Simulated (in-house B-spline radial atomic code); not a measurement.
# OLYP excitations of the bismuth ion Bi⁵⁺

Method: OLYP. Computed with an all-electron radial atomic-structure program (B-spline basis): linear response of the closed shell [Xe] 4f14 5d10 with the functional's adiabatic kernel; scalar-relativistic (spin-free one-electron X2C), finite nucleus, no spin-orbit coupling, no double excitations, S, P, D and F terms only; shells from n = 3 respond. Only terms of natural parity with L up to 3 were computed.

Spin-orbit coupling is strong here, so these LS terms don't match observed levels.

Command:
```bash
python run_td.py task.json out
```
Settings (radii: box in bohr, nucleus in fm):
```
Z                        83
electrons                78
configuration            [Xe] 4f14 5d10
hamiltonian              x2c
method                   optx,lyp
box_radius               16.35
rms_radius               5.5211
intervals                70
```

Run time, properties included: 9.3 s on 1 thread of Arm Neoverse N1, on a shared host.

The lowest states, in the order of their Tamm-Dancoff energies; the method's threshold (minus the highest occupied level) is 80.89 eV. Labels give the largest channel, * marks a mixed state, and oscillator strengths are full-response dipole values. Semilocal kernels can invert the small singlet-triplet splittings of Rydberg terms. Energies in eV:

```json
{"state": "5d → 6s 3D", "full response": "18.094", "Tamm-Dancoff": "18.139", "oscillator strength": "-"}
{"state": "5d → 6s 1D", "full response": "?", "Tamm-Dancoff": "?", "oscillator strength": "-"}
{"state": "5d → 6p 3P", "full response": "31.98", "Tamm-Dancoff": "32.03", "oscillator strength": "-"}
{"state": "5d → 6p 3F", "full response": "32.13", "Tamm-Dancoff": "32.17", "oscillator strength": "-"}
{"state": "5d → 6p 1F", "full response": "32.75", "Tamm-Dancoff": "32.76", "oscillator strength": "-"}
{"state": "5d → 6p 1P", "full response": "33.86", "Tamm-Dancoff": "33.95", "oscillator strength": "1.06"}
{"state": "5d → 6d 3S", "full response": "48.11", "Tamm-Dancoff": "48.15", "oscillator strength": "-"}
{"state": "5d → 6d 3D", "full response": "48.25", "Tamm-Dancoff": "48.26", "oscillator strength": "-"}
{"state": "5d → 6d 1D", "full response": "48.68", "Tamm-Dancoff": "48.70", "oscillator strength": "-"}
{"state": "5d → 5f 3P", "full response": "49.97", "Tamm-Dancoff": "50.03", "oscillator strength": "-"}
{"state": "5d → 7s 3D", "full response": "50.34", "Tamm-Dancoff": "50.35", "oscillator strength": "-"}
{"state": "5d → 5f 3F", "full response": "50.51", "Tamm-Dancoff": "50.54", "oscillator strength": "-"}
{"state": "5d → 7s 1D", "full response": "50.60", "Tamm-Dancoff": "50.61", "oscillator strength": "-"}
{"state": "5d → 5f 1F", "full response": "51.58", "Tamm-Dancoff": "51.60", "oscillator strength": "-"}
{"state": "5d → 6d 1S", "full response": "51.91", "Tamm-Dancoff": "52.28", "oscillator strength": "-"}
{"state": "5d → 5f 1P", "full response": "55.08", "Tamm-Dancoff": "55.40", "oscillator strength": "2.78"}
{"state": "5d → 7p 3P", "full response": "?", "Tamm-Dancoff": "?", "oscillator strength": "-"}
{"state": "5d → 7p 3F", "full response": "56.23", "Tamm-Dancoff": "56.24", "oscillator strength": "-"}
{"state": "5d → 7p 1F", "full response": "56.39", "Tamm-Dancoff": "56.39", "oscillator strength": "-"}
{"state": "5d → 7p 1P", "full response": "56.94", "Tamm-Dancoff": "57.07", "oscillator strength": "1.24"}
{"state": "5d → 7d 3S", "full response": "63.01", "Tamm-Dancoff": "63.02", "oscillator strength": "-"}
{"state": "5d → 7d 3D", "full response": "63.16", "Tamm-Dancoff": "63.16", "oscillator strength": "-"}
```

Where does 5d → 6s 1D lie?

At 19.282 eV in full response, 19.317 eV in Tamm-Dancoff.

Where does 5d → 7p 3P lie?

At 56.15 eV in full response, 56.16 eV in Tamm-Dancoff.

How large is the singlet-triplet splitting of 5d → 6s (D terms) in Tamm-Dancoff?

1.18 eV, from the unrounded values.

What polarisabilities and dispersion coefficient does the method give?

Dipole 2.876 bohr³, quadrupole 6.976 bohr⁵, C6 13.85 hartree·bohr⁶ for two such species.
